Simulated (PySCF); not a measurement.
C₆ coefficients of unlike pairs at UHF

Calculated with PySCF 2.14 from the dipole response of each species, C₆(A,B) = (3/π) ∫ α_A(iu) α_B(iu) du, in atomic units, from isotropic polarisabilities. For ions this is the dispersion term alone; charge-induced terms of lower order in 1/R come first.

```json
{"species": "W²⁺", "configuration": "[Xe] 4f14 5d4 (5D)", "basis": "aug-cc-pVTZ-PP with one added diffuse shell each of s, p, d, f, g type with ECP60MDF (7s7p6d4f3g)", "relativity": "core potential", "α (bohr³)": "12.28", "C₆ (like pair)": "72.25"}
{"species": "Hf³⁺", "configuration": "[Xe] 4f14 5d1 (2D)", "basis": "def2-TZVPPD with the def2 core potential (60 electrons) (6s5p3d2f1g)", "relativity": "core potential", "α (bohr³)": "6.052", "C₆ (like pair)": "24.88"}
{"species": "F⁻", "configuration": "[Ne] (1S)", "basis": "aug-cc-pCVTZ-DK with one added diffuse shell each of s, p, d, f type (8s7p5d3f)", "relativity": "spin-free X2C", "α (bohr³)": "10.32", "C₆ (like pair)": "39.87"}
{"species": "Cl²⁺", "configuration": "[Ne] 3s2 3p3 (4S)", "basis": "aug-cc-pV(Q+d)Z (7s6p5d3f2g)", "relativity": "none", "α (bohr³)": "5.980", "C₆ (like pair)": "21.28"}
```

**Question.** Estimate C₆ for F⁻ with Hf³⁺.

**Answer.** The integral gives 30.46. The combination rule 2 C_A C_B / (C_A α_B/α_A + C_B α_A/α_B) gives 30.14 and the geometric mean 31.50.

No spin-orbit coupling is included.

The other pairs:

| pair | C₆ |
| --- | --- |
| Hf³⁺, W²⁺ | 41.97 |
| Cl²⁺, Hf³⁺ | 22.77 |
| F⁻, W²⁺ | 53.30 |
| Cl²⁺, W²⁺ | 39.08 |
| Cl²⁺, F⁻ | 28.76 |
